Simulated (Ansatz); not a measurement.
The inner images of a band of BrCl$_{3}$F$_{2}$HTa (8 atoms, charge 0, multiplicity 1) are given out of order.

Computed with RKS PBE/def2-SVP (Ansatz).

First end point:

```xyz
8
Properties=species:S:1:pos:R:3
Ta 0.001 -0.015 -0.114
Cl 2.257 -0.690 -0.224
F 0.400 0.644 1.619
Cl -0.160 -0.255 -2.438
Cl -1.814 1.467 -0.142
F -0.825 -1.598 0.389
Br 1.331 2.672 -0.794
H 2.666 2.127 -0.827
```

Last end point:

```xyz
8
Properties=species:S:1:pos:R:3
Ta -0.219 0.540 -0.211
Cl 2.626 -0.377 -0.311
F 0.368 0.848 1.565
Cl -0.205 -0.101 -2.463
Cl -2.390 1.184 0.011
F -0.264 -1.293 0.246
Br 0.939 2.700 -0.818
H 3.000 0.852 -0.551
```

Put them in order from the first end to the last, with their energies above the first end.
A.
```xyz
8
Properties=species:S:1:pos:R:3
Ta 0.004 0.047 -0.124
Cl 2.291 -0.594 -0.249
F 0.421 0.731 1.594
Cl -0.144 -0.171 -2.450
Cl -1.886 1.420 -0.118
F -0.734 -1.578 0.382
Br 1.375 2.686 -0.802
H 2.530 1.812 -0.764
```
B.
```xyz
8
Properties=species:S:1:pos:R:3
Ta -0.105 0.426 -0.195
Cl 2.556 -0.336 -0.338
F 0.443 0.733 1.592
Cl -0.155 -0.161 -2.455
Cl -2.144 1.417 -0.058
F -0.439 -1.363 0.284
Br 1.226 2.610 -0.782
H 2.475 1.027 -0.580
```
C.
```xyz
8
Properties=species:S:1:pos:R:3
Ta -0.172 0.502 -0.204
Cl 2.622 -0.361 -0.316
F 0.417 0.782 1.575
Cl -0.154 -0.131 -2.454
Cl -2.294 1.293 -0.024
F -0.351 -1.317 0.259
Br 1.073 2.651 -0.794
H 2.714 0.934 -0.573
```
D.
```xyz
8
Properties=species:S:1:pos:R:3
Ta 0.005 0.147 -0.145
Cl 2.352 -0.480 -0.296
F 0.444 0.761 1.593
Cl -0.168 -0.161 -2.456
Cl -1.922 1.442 -0.100
F -0.630 -1.517 0.371
Br 1.411 2.650 -0.814
H 2.366 1.511 -0.684
```
E.
```xyz
8
Properties=species:S:1:pos:R:3
Ta -0.039 0.296 -0.172
Cl 2.451 -0.367 -0.344
F 0.453 0.739 1.602
Cl -0.187 -0.170 -2.454
Cl -2.000 1.477 -0.072
F -0.529 -1.432 0.336
Br 1.374 2.594 -0.802
H 2.333 1.216 -0.624
```

A (+0.5 kcal/mol), D (+2.6 kcal/mol), E (+5.4 kcal/mol), B (+2.3 kcal/mol), C (0.0 kcal/mol).

Run time: 2.8 min on 4 threads of Arm Neoverse V1, on a shared host, peak memory 0.27 GiB.
